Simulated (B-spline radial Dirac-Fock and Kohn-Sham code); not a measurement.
## Binding energies of W⁶⁶⁺ at several levels of theory

System: W⁶⁶⁺, [He] 2s2 2p4.

The density-functional columns are spherical, spin-unpolarised Dirac-Kohn-Sham results without Breit or QED terms: −ε is minus the orbital energy of the initial state and ΔSCF the difference of two total energies. The reference in the last column comes from Dirac-Fock (average of configuration) total-energy differences with a finite nucleus, the Breit interaction including its frequency dependence, and self-energy and vacuum-polarisation corrections. All numbers are from a radial atomic solver, in eV; a selection of levels is shown. For the 1s level of heavy atoms much of the gap between ΔSCF and the reference is the Breit and QED part, -327.1 eV here; for other levels the error of the functional can be larger.

```
level   LDA −ε  LDA ΔSCF  Dirac-Fock
    K  75965.3   76588.1     76252.3
   L1  17942.9   18097.7     18086.6
 L2,3  16625.4   16800.6     16769.3
```

Values without a named source are computed, but for edge energies of neutral atoms, which are taken from tables.
